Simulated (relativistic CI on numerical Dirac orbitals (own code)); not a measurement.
**What each ingredient does to the levels of Ar VII**

Base calculation: Dirac-Coulomb-Breit CI, KLI orbitals optimised for each configuration, QED by a radiative potential, unscaled Slater integrals.

Configuration list (outside the closed core [Ne]): 3s2, 3s.3p, 3p2, 3s.3d, 3d2, 3p.3d, 3p.4s, 3s.4s, 3s.4p, 3s.4d, 3d.4s, 3s.4f, 3s.5s, 3s.5p, 3s.5d, 4s2. Levels of other configurations are missing.

Variants: (1) valence Slater integrals scaled by 0.9; (2) QED terms removed. Shifts of the energy above 3s2 1S_0, in cm⁻¹, for the lowest level and the first level of each name with at least 55 % of one term (blank where a level changes its place among those of its configuration and J or its character, or is not in the variant):

| Level | Base | Δ(1) | Δ(2) | Measured |
| --- | --- | --- | --- | --- |
| 3s2 1S_0 | 0 | 0 | 0 | 0 |
| 3s.3p 3P°_0 | 111571 | -33 | +117 | 113101 |
| 3s.3p 3P°_1 | 112365 | -36 | +115 | 113906 |
| 3s.3p 3P°_2 | 114031 | -37 | +110 | 115590 |
| 3s.3p 1P°_1 | 173569 | -5075 | +118 | 170722 |
| 3p2 1D_2 | 263429 | +972 | +206 | 264749 |
| 3p2 3P_0 | 269835 | -775 | +238 | 269836 |
| 3p2 3P_1 | 270753 | -765 | +236 | 270777 |
| 3p2 3P_2 | 272499 | -735 | +231 | 272562 |
| 3p2 1S_0 | 320573 | -5386 | +227 | 316717 |
| 3s.3d 3D_1 | 325831 | -1438 | +109 | 324104 |
| 3s.3d 3D_2 | 325861 | -1438 | +108 | 324141 |
| 3s.3d 3D_3 | 325912 | -1438 | +108 | 324205 |
| 3s.3d 1D_2 | 379973 | -7432 | +139 | 370294 |
| 3p.3d 3F°_2 | 443311 | +474 | +234 | 443362 |
| 3p.3d 3F°_3 | 444280 | +478 | +231 | 444780 |
| 3p.3d 3F°_4 | 445490 | +476 | +227 | 446011 |
| 3p.3d 1D°_2 | 450140 | -115 | +230 | 450477 |
| 3p.3d 3P°_2 | 474733 | -2804 | +232 | 472282 |
| 3p.3d 3P°_1 | 475491 | -2813 | +231 | 472875 |
| 3p.3d 3P°_0 | 476139 | -2798 | +228 | 473810 |
| 3p.3d 3D°_1 | 477704 | -2895 | +231 | 475217 |

At this charge configurations can still be misplaced by up to about 7 % of their energy. 58 of the 69 excited levels that our extract of the measured tables holds in this range could be paired (the sources list more); they are missed by 2733 cm⁻¹ on average and 15245 at most, and levels without a partner can miss by more.

Measured levels: Saloman, J. Phys. Chem. Ref. Data 39, 033101 (2010).

Ionisation energy from the two ground configurations alone: base 122.244 eV. The NIST ASD value (semi-empirical) is 124.41 eV.
